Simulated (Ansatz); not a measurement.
Frontier orbitals of ClGaH₃NS (`[NH2][Ga]([SH])[Cl]`).

```xyz
7

N     0.3309   -0.9855   -1.1215
Ga   -0.0526    0.3013    0.0752
S    -0.6110   -0.1123    2.1482
Cl   -0.0087    2.3302   -0.6080
H     0.6749   -0.7710   -2.0414
H     0.4408   -1.9544   -0.8783
H    -0.7742    1.1918    2.4258
```

The species carries charge 0 and has multiplicity 1. Correlated methods include outer-core shells of Ga, which these sets cover unevenly. Scalar relativity is left out up to krypton. Geometry: relaxed with PBE0-D4/def2-TZVP. It is one conformer, not always the lowest. Basis def2-TZVPP, Ansatz.

Orbital energies of one run (eV). Highest occupied ones, from the top: -7.60, -8.14, -8.77, -9.37, -9.58, -10.69, -11.53, -13.32, -13.93, -20.30, -22.16, -23.00, -24.03, -24.10. Empty: -0.69, -0.27, 0.30, 1.31, 2.14, 2.71.

Q: Which functional gave them?
A. PBE0
B. CAM-B3LYP
C. r2SCANh
D. BHLYP

A: A. HOMO energies: PBE0 -7.60, BHLYP -8.77, CAM-B3LYP -8.96, r2SCANh -7.07 eV.
